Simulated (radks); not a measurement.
The numbers below are computed, except where a source is named.
Problem. The mean radii <r> (bohr) of the occupied orbitals of an atom or ion are listed with their occupations. Code: a radial shooting solver on a logarithmic mesh with Libxc functionals. Model: scalar-relativistic Kohn-Sham, PBE, spin-polarised, spherical densities, finite nucleus; Fermi nuclear charge, rms radius of each element as measured or else 0.836 A^(1/3) + 0.57 fm.

| orbital | occ. | <r> |
|---|---|---|
| 1s up | 1 | 0.3296 |
| 1s down | 1 | 0.3286 |
| 2s up | 1 | 1.897 |
| 2p up | 2 | 2.145 |

Name the element and its charge. Open shells, if any, are filled with parallel spins first.

Solution. Z = 5, boron, charge 0: B in [He] 2s1 2p2. The 1s radius gives Z: for a bare nucleus <r> = (2 gamma + 1)/(2Z) with gamma = sqrt(1 - (Z/c)^2), 0.2999 bohr for Z = 5, and screening makes it slightly larger (0.3296 here). The occupations add up to 5, and the charge is Z minus that.
